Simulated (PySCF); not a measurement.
# Electronic absorption of 4,4-dimethyl-1-pentene

Species: 4,4-dimethyl-1-pentene, C7H14.
Z-matrix (Å and degrees, PBE0-D3(BJ)/def2-SVP geometry), rows numbered from 1:
```
C 
C   1  1.3345
C   2  1.4954  1  125.19
C   3  1.5473  2  115.68  1   116.08
C   4  1.5299  3  107.98  2   179.26
C   4  1.5307  3  110.64  2    59.90
C   4  1.5293  3  109.95  2   -61.37
H   1  1.0932  2  121.86  3   179.57
H   1  1.0950  2  121.21  3    -0.13
H   2  1.0970  1  118.31  3  -179.59
H   3  1.1031  2  109.26  1    -6.77
H   3  1.1056  2  108.80  1  -122.60
H   5  1.1018  4  111.20  3   -60.60
H   5  1.1015  4  111.01  3   179.43
H   5  1.1016  4  111.17  3    59.50
H   6  1.1021  4  111.25  3    56.38
H   6  1.1014  4  110.59  3   175.98
H   6  1.1006  4  111.83  3   -64.48
H   7  1.1015  4  110.79  3  -178.82
H   7  1.1019  4  111.06  3   -59.04
H   7  1.1006  4  111.37  3    60.80
```

The calculation used TDDFT PBE0/def2-SVPD, vertical, gas phase, core orbitals frozen in the response in PySCF.

Q: Predict the UV-vis stick spectrum at this level.

A: 

| state | E (eV) | E (hartree) | f | main configurations (H = HOMO, L = LUMO) |
| --- | --- | --- | --- | --- |
| S1 | 7.01 | 0.2574 | 0.087 | H→L+1 (58%), H→L (33%) |
| S2 | 7.22 | 0.2653 | 0.303 | H→L (60%), H→L+1 (28%) |
| S3 | 7.58 | 0.2784 | 0.0051 | H→L+2 (88%) |
| S4 | 7.68 | 0.2821 | 0.055 | H→L+3 (79%), H→L+1 (10%) |
| S5 | 7.71 | 0.2833 | 0.0023 | H-1→L (75%), H-4→L (11%) |
| S6 | 8.08 | 0.2971 | 0.0068 | H-2→L (87%) |

The lowest singlet lies at 7.01 eV (177 nm, vacuum ultraviolet) and is of moderate strength; its leading configuration is HOMO→LUMO+1 (58%). The strongest level in the table is S2 at 7.22 eV (172 nm, f = 0.303). Löwdin shares by element: HOMO carbon 83% or more (atoms not listed hold the other 17%); LUMO carbon 70% or more, hydrogen 6% or more (atoms not listed hold the other 24%). Orbital energies (eV): HOMO-3 -9.31, HOMO-2 -9.07, HOMO-1 -8.93, HOMO -7.34, LUMO 0.24, LUMO+1 0.73, LUMO+2 1.40. Of the 6 states listed, 3 reach f = 0.01 and none stays under 0.0005. The listed states span 1.08 eV, and the widest gap between neighbours is 0.37 eV (S5 to S6). Singlets were solved by full linear response.

One conformer stands for the species.
